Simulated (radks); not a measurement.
Tl4+, configuration [Xe] 4f14 5d9.

All-electron calculation, Dirac Kohn-Sham, relativistic LDA (MacDonald-Vosko exchange, VWN5 correlation), spin-unpolarised, spherical densities, finite nucleus; open shells fill j = l - 1/2 first; Fermi nuclear charge, rms radius 5.4759 fm. Program: a radial shooting solver on a logarithmic mesh with Libxc functionals.

Energy parts (eV):
part                       energy
total                  -550380.47
kinetic                 634557.97
electron-nucleus      -1385758.81
Hartree                 209698.01
exchange-correlation     -8877.65

Orbitals (lengths in bohr, moments of r in powers of bohr; r(max) is where P^2 peaks):
orbital,occ.,eigenvalue (eV),r(max)
1s1/2,2,-84858.44,0.01009
2s1/2,2,-15153.49,0.05863
2p1/2,2,-14564.12,0.04297
2p3/2,4,-12527.27,0.05054
3s1/2,2,-3654.058,0.1648
3p1/2,2,-3385.144,0.1535
3p3/2,4,-2931.830,0.1689
3d3/2,4,-2483.621,0.1311
3d5/2,6,-2386.205,0.1353
4s1/2,2,-850.6883,0.3706
4p1/2,2,-734.2713,0.3680
4p3/2,4,-623.7360,0.3994
4d3/2,4,-432.3849,0.3907
4d5/2,6,-411.6427,0.4003
5s1/2,2,-176.0966,0.8096
4f5/2,6,-163.4302,0.3551
4f7/2,8,-158.8268,0.3597
5p1/2,2,-136.5880,0.8496
5p3/2,4,-116.0958,0.9269
5d3/2,4,-61.1250,1.082
5d5/2,5,-58.6528,1.114

The highest occupied level is 5d5/2 at -58.653 eV. Summed over all electrons, <r^2> = 34.03 bohr^2, which gives a Langevin (diamagnetic) susceptibility term of -27 x 10^-6 cm^3/mol. The density falls to 0.001 e/bohr^3 at r = 3.04 bohr. The electron density at the nucleus is 2.483e+06 e/bohr^3. For comparison, the ionisation energy in NIST's Atomic Spectra Database is 62.6 eV (measured). In exact Kohn-Sham theory the highest level is minus the ionisation energy, but local and semilocal functionals leave it too shallow, through self-interaction and a potential that decays too fast; potentials with the right tail come closer.

Beside tabulated values, note that spin-unpolarised runs miss the spin-polarisation part of the exchange energy of open shells.
